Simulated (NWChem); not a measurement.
System: Ga anion, triplet

Excerpt of the output:

```
             Northwest Computational Chemistry Package (NWChem) 7.3.0
             --------------------------------------------------------

                             Geometry "geometry" -> ""
                             -------------------------

 Output coordinates in angstroms (scale by  1.889725989 to convert to a.u.)

  No.       Tag          Charge          X              Y              Z
 ---- ---------------- ---------- -------------- -------------- --------------
    1 Ga                  31.0000     0.00000000     0.00000000     0.00000000

 Effective nuclear repulsion energy (a.u.)       0.0000000000

                                 NWChem DFT Module
                                 -----------------

 Summary of "ao basis" -> "ao basis" (spherical)
 ------------------------------------------------------------------------------
       Tag                 Description            Shells   Functions and Types
 ---------------- ------------------------------  ------  ---------------------
 Ga                       aug-cc-pvdz               14       36   6s5p3d

            General Information
            -------------------
          SCF calculation type: DFT
          Wavefunction type:  spin polarized.
          No. of atoms     :     1
          No. of electrons :    32
           Alpha electrons :    17
            Beta electrons :    15
          Charge           :    -1
          Spin multiplicity:     3
          Use of symmetry is: off; symmetry adaption is: off
          Maximum number of iterations: 150
          AO basis - number of functions:    36
                     number of shells:    14
          Convergence on energy requested:  1.00D-06
          Convergence on density requested:  1.00D-05
          Convergence on gradient requested:  5.00D-04

              XC Information
              --------------
                         B3LYP Method XC Potential
                     Hartree-Fock (Exact) Exchange  0.200
                        Slater Exchange Functional  0.800 local
                    Becke 1988 Exchange Functional  0.720 non-local
              Lee-Yang-Parr Correlation Functional  0.810
                  VWN I RPA Correlation Functional  0.190 local

             Grid Information
             ----------------
          Grid used for XC integration:  medium
          Radial quadrature: Mura-Knowles
          Angular quadrature: Lebedev.
          Tag              B.-S. Rad. Rad. Pts. Rad. Cut. Ang. Pts.
          ---              ---------- --------- --------- ---------
          Ga                  1.30      112          13.0       590
          Grid pruning is: on
          Number of quadrature shells:   112
          Spatial weights used:  Erf1

      Superposition of Atomic Density Guess
      -------------------------------------

 Sum of atomic energies:       -1923.19427835

 Renormalizing density from      31.00 to     32

      Non-variational initial energy
      ------------------------------

 Total energy =   -1959.790318
 1-e energy   =   -2770.280705
 2-e energy   =     810.490387
 HOMO         =       0.146563
 LUMO         =       0.146563

     ---------------------------------------------
      Total Density - Mulliken Population Analysis
     ---------------------------------------------

    Atom       Charge   Shell Charges
 -----------   ------   -------------------------------------------------------
    1 Ga  31    32.00   2.00  2.00  2.04  0.34  1.25  0.37  6.00  6.04 -0.01 -0.23  2.21  9.27  0.75 -0.02

     --------------------------------------------
      Spin Density - Mulliken Population Analysis
     --------------------------------------------

    Atom       Charge   Shell Charges
 -----------   ------   -------------------------------------------------------
    1 Ga  31     2.00   0.00  0.00  0.00 -0.00  0.00  0.00  0.00 -0.00  0.01 -0.22  2.20 -0.00  0.00  0.00

[...]
```

Level: B3LYP/aug-cc-pVDZ, spin-unrestricted. The open p shell is one determinant without spherical averaging. No stability test was run on the SCF state. The highest occupied level is positive, so the extra electron may be held by the finite basis. B3LYP is NWChem's, with the RPA form of VWN correlation.

Question: Reconstruct the input file.

Answer: One answer among several that fit: the input that was run:
```
start job
memory heap 200 mb stack 900 mb global 1100 mb
charge -1
geometry units angstroms noautoz
  Ga     0.000000     0.000000     0.000000
end
basis spherical
  * library aug-cc-pvdz
end
dft
  odft
  mult 3
  xc b3lyp
  iterations 150
  mulliken
end
task dft energy
```
